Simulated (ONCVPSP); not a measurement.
## Mg (Z = 12): variants of one ONCV potential

Base potential:

- Element: Mg (Z = 12)
- Generator: ONCVPSP 4.0.1
- Type: optimised norm-conserving Vanderbilt (ONCV)
- Functional: PBE
- Relativity: scalar-relativistic
- Frozen core: [Ne]
- Valence charge: 2
- Reference configuration: 3s1.75 3p0.25
- Partial waves: 3s: rc 2.10 bohr, ncon 3, nbas 7, qcut 3.7 1/bohr, 2 projectors, debl 1.8 Ha; 3p: rc 3.65 bohr, ncon 3, nbas 7, qcut 2.4 1/bohr, 2 projectors, debl 2.4 Ha; d scattering state at 0.14 Ha: rc 3.05 bohr, ncon 5, nbas 8, qcut 3.6 1/bohr, 2 projectors, debl 1.8 Ha
- Local potential: polynomial inside 1.70 bohr (lpopt 5, dvloc0 1 Ha)
- Core correction: polynomial model core, fcfact 0.65

Cutoffs, loose and tight: the cutoffs (Ha) at which the residual kinetic energy of the hardest occupied pseudo-wave falls to 1 and 0.1 mHa per electron. They do not see the model core or the augmentation charge, which bear on the density cutoff. Test errors are all-electron minus pseudo excitation energies from the reference, over the configurations 3s2 3p0; 3s1 3p0; 3s1.5 3p0; 3s0 3p2. A dash means not determined; rows that change the core or the reference have their own tests.

For the base: The cutoffs count occupied waves only; projector 2 of the d channel, the hardest unoccupied one, needs 18 Ha at the loose tolerance.

```tsv
change	outcome	cutoff, loose	cutoff, tight	bound ghosts	GHOST(+) flags above zero	largest test error (meV)
base	generated	4.0 Ha	5.4 Ha	none	none	+11
s: ncon 5, nbas 9	generated	4.0 Ha	5.4 Ha	none	none	+10
s: qcut 3.1; p: qcut 2; d: qcut 3.1	generated	3.6 Ha	5.7 Ha	none	p	-9.6
core [He], valence charge 10; reference 2s2 2p6 3s2; waves now 2s+3s: rc 1.05 bohr, ncon 3, nbas 7, qcut 14.9 1/bohr, 2 projectors; 2p: rc 0.70 bohr, ncon 4, nbas 7, qcut 24.7 1/bohr, 1 projector; d scattering state at 0.05 Ha: rc 1.00 bohr, ncon 4, nbas 9, qcut 11.3 1/bohr, 2 projectors, debl 1.5 Ha; local potential polynomial inside 0.55 bohr (lpopt 5, dvloc0 0 Ha)	generated	165 Ha	197 Ha	none	none	-64
p: rc 5.1	generated	4.0 Ha	5.4 Ha	none	p	-7.4
p: qcut 3.1	generated	4.0 Ha	5.4 Ha	none	none	+9.0
```

Task: What comes out with this change to the base: functional PBEsol?

Result: outcome: generated; cutoff, loose: 4.0 Ha; cutoff, tight: 5.4 Ha; bound ghosts: none; GHOST(+) flags above zero: s; largest test error (meV): +3.4.
